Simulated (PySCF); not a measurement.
# Spinor energies of Br²⁺ (bromine, charge +2)

Start: [Ar] 3d10 4s1 4p3 5s1; 4s1/2 filled at m_j = +1/2; 4p3/2 filled at m_j = -1/2, +1/2, +3/2; 5s1/2 filled at m_j = +1/2. Calculated with PySCF 2.14 in x2c-SVPall-2c with one added diffuse shell each of s, p, d type (6s7p4d, 47 functions): generalised Hartree-Fock with the X2C-1e Hamiltonian and a Gaussian nucleus; one run each with spin-orbit coupling (SO) switched off, then screened by Boettger's factors. This is a chosen level, not necessarily the ground level.

| spinor shell | electrons | ε, spin-free (eV) | ε, screened SO (eV) | weight of nominal j (screened SO) | rms radius, screened SO (bohr) |
| --- | --- | --- | --- | --- | --- |
| 1s1/2 | 2 | -13584.6 | -13584.3 | 1.000 | 0.0493 |
| 2s1/2 | 2 | -1856.4 | -1856.3 | 1.000 | 0.205 |
| 2p1/2 | 2 | -1636.5 | -1669.1 | 1.000 | 0.180 |
| 2p3/2 | 4 | -1636.5 | -1620.7 | 1.000 | 0.184 |
| 3s1/2 | 2 | -308.51 | -308.49 | 1.000 | 0.588 |
| 3p1/2 | 2 | -236.64 | -241.74 | 0.988 | 0.600 |
| 3p3/2 | 4 | -236.64 | -234.16 | 0.994 | 0.610 |
| 3d3/2 | 4 | -117.19 | -118.02 | 0.886 | 0.649 |
| 4s1/2 | 1 | -59.949 | -59.933 | 1.000 | 1.66 |
| 4p3/2 | 3 | -41.101 | -41.107 | 0.641 | 1.90 |
| 5s1/2 | 1 | -16.672 | -16.670 | 1.000 | 4.10 |

Task: Where does 3d5/2 lie, and what is the 3d spin-orbit splitting (screened SO)?

Result: At -116.62 eV, 1.397 eV above 3d3/2.

```csv
quantity,spin-free,screened SO
E (hartree),-2601.84046,-2601.95814
M_J,5/2,5/2
⟨J²⟩,8.751,8.751
⟨L²⟩,0.000,0.009
⟨S²⟩,8.751,8.736
```

Each row is a mean over spinors that exchange with the open shell spreads, by up to 2.032 eV (3s1/2).

Rows whose weight is well below 1 are mixtures of j = l ± 1/2: exchange outweighs spin-orbit coupling there, and the label is only the starting occupation.

Without spin-orbit coupling the j labels of p, d and f shells carry no meaning; the spin-free column gives the mean over the occupied spinors of each nl shell.
